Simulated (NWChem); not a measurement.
Ge, triplet

Program: NWChem. Pople sets run with spherical d functions. Spin-unrestricted. The open p shell is one determinant without spherical averaging. No stability test was run on the SCF state. Total energies compare along this basis series because the functional is fixed.

```csv
level,basis functions,energy (Ha),highest occupied level (eV),"lowest empty minus highest occupied level, either spin (eV)",<S²>
TPSS/3-21G,22,-2066.7803,-4.33,0.39,2.00
TPSS/6-31G*,32,-2076.6068,-4.49,0.36,2.00
TPSS/6-311G**,44,-2076.8489,-4.48,0.35,2.00
```
